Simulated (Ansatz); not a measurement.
Geometry optimisation, RKS CAM-B3LYP/6-31G (Ansatz).

input.yaml

```yaml
crystal:
  periodic: [false, false, false]
  atoms:
    - { symbol: Mg, position_ang: [-0.9133, -1.2449, -1.295] }
    - { symbol: F, position_ang: [1.3131, -0.521, -1.4664] }
    - { symbol: Cl, position_ang: [-2.0419, -1.6883, -3.0422] }
    - { symbol: H, position_ang: [0.7335, 0.2146, -0.7086] }
    - { symbol: O, position_ang: [-0.2122, 0.6619, 0.0144] }
    - { symbol: C, position_ang: [0.1973, 0.6378, 1.3519] }
    - { symbol: H, position_ang: [0.9513, 1.4213, 1.5054] }
    - { symbol: H, position_ang: [-0.6583, 0.8472, 2.0023] }
    - { symbol: H, position_ang: [0.6305, -0.3286, 1.6383] }
basis:
  gaussian: { orbitals: "6-31G" }
hamiltonian:
  xc: cam_b3lyp
relax:
  f_tol: 0.15
  max_steps: 25
  restrain:
    - { distance: [0, 4], at: 3.37, k: 30.0 }
    - { distance: [3, 1], at: 2.18, k: 30.0 }
    - { distance: [0, 1], at: 1.98, k: 30.0 }
    - { distance: [3, 4], at: 0.97, k: 30.0 }
```

Command:

```bash
$ ansatz run input.yaml --threads 2 --pin off --max-ram 3072MiB --backend cpu --events-out ev --progress --plain --runs-dir out
```

Problem. Where does it end, and by what steps?

Solution. The forces met the threshold. The restraints hold the end off the free minimum. Limits of this set-up: no polarisation functions. After 9 steps the energy has fallen by 0.866 eV (the restraints' own energy left out); Mg1 moved furthest, 0.98 Å. Parted: Mg1–O5. Joined: H4–O5.

```csv
step,energy less start (eV),largest force component (eV/Å),accepted
0,0.0000,3.294,yes
1,0.3245,5.239,yes
2,0.1867,4.404,yes
3,-0.1362,3.304,yes
4,-0.6127,2.263,yes
5,-0.7453,2.091,yes
6,-0.8322,2.189,yes
7,-0.8571,1.983,yes
8,-0.8456,1.979,no
9,-0.8661,1.955,yes
```

```xyz
9
Properties=species:S:1:pos:R:3
Mg -0.588 -1.372 -2.210
F 1.220 -0.969 -1.734
Cl -2.523 -2.164 -3.032
H 0.827 0.685 -0.384
O 0.036 0.963 0.115
C 0.232 0.750 1.533
H 1.006 1.414 1.934
H -0.715 0.983 2.019
H 0.504 -0.289 1.759
```

Whether the end is a true minimum wasn't checked by a vibrational analysis.

The run took 23 s on 2 threads of Arm Neoverse V2 (shared host), peak memory 0.19 GiB.
